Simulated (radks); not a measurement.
Q: The mean radii <r> (bohr) of the occupied orbitals of an atom or ion are listed with their occupations. All-electron calculation, scalar-relativistic Kohn-Sham, r2SCAN, spin-unpolarised, spherical densities, finite nucleus; meta-GGA in the generalised Kohn-Sham scheme; Fermi nuclear charge, rms radius of each element as measured or else 0.836 A^(1/3) + 0.57 fm. Program: a radial shooting solver on a logarithmic mesh with Libxc functionals.

orbital  occ.      <r>
1s          2  0.03019

Name the element and its charge.

A: Z = 48, cadmium, charge +46: Cd46+ in [He]. The 1s radius gives Z: for a bare nucleus <r> = (2 gamma + 1)/(2Z) with gamma = sqrt(1 - (Z/c)^2), 0.02993 bohr for Z = 48, and screening makes it slightly larger (0.03019 here). The occupations add up to 2, and the charge is Z minus that.
